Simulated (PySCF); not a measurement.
Gas-phase reaction: GeF4 + S ⇌ GeS + 4 F, at 800 K and a standard pressure of 1 bar. Level: LDA/def2-TZVP†.

Method: PySCF energies plus ideal-gas RRHO corrections (1 bar). † marks an energy on the PBE0/def2-TZVP geometry and frequencies. Open shells (unrestricted): S (multiplicity 3, electronic degeneracy 9), F (multiplicity 2, electronic degeneracy 6); the rest are closed-shell singlets. Spin-orbit splitting is ignored; it lowers the true energy and changes the entropy of S, F. Ge: all electrons, no relativistic terms. The harmonic model lacks anharmonicity and excited electronic states, which grow with temperature; levels with a mode under 35 cm⁻¹ are left out.

```tsv
species	E (Ha)	H(800 K) − E (kJ/mol)	S°(800 K) (J/mol/K)
GeF4	-2471.05861	91.2	395.8
S	-396.72648	16.6	190.9
GeS	-2470.73749	30.6	270.3
F	-99.10742	16.6	181.0
```
E: electronic energy; H − E holds the zero-point and thermal terms. 1 Ha = 2625.5 kJ/mol.

Question: Work out ΔH°, ΔS°, ΔG° and log10 K from these numbers.

Answer: 1. ΔE = 1×(-2470.73749) + 4×(-99.10742) − 1×(-2471.05861) − 1×(-396.72648) = 0.61792 Ha = 1622.3 kJ.
2. Δ(H − E) = 1×(30.6) + 4×(16.6) − 1×(91.2) − 1×(16.6) = -10.8 kJ, so ΔH° = 1611.5 kJ.
3. ΔS° = 1×(270.3) + 4×(181.0) − 1×(395.8) − 1×(190.9) = 407.6 J/K; the number of gas molecules changes by +3.
4. ΔG° = ΔH° − TΔS° = 1611.5 − 800×(407.6)/1000 = 1285.4 kJ.
5. log10 K = −ΔG°/(RT ln 10) = -83.90, with RT ln 10 = 15.32 kJ/mol; at standard pressures the reactants are favoured.
6. A shift of 10 kJ in ΔE would move log10 K by 0.65 here.
For scale, ΔH°(298 K) is 1610 kJ at this level, 1338 kJ at ωB97M-V/def2-TZVP†, and runs from 946 to 1610 kJ over the 20 levels computed.
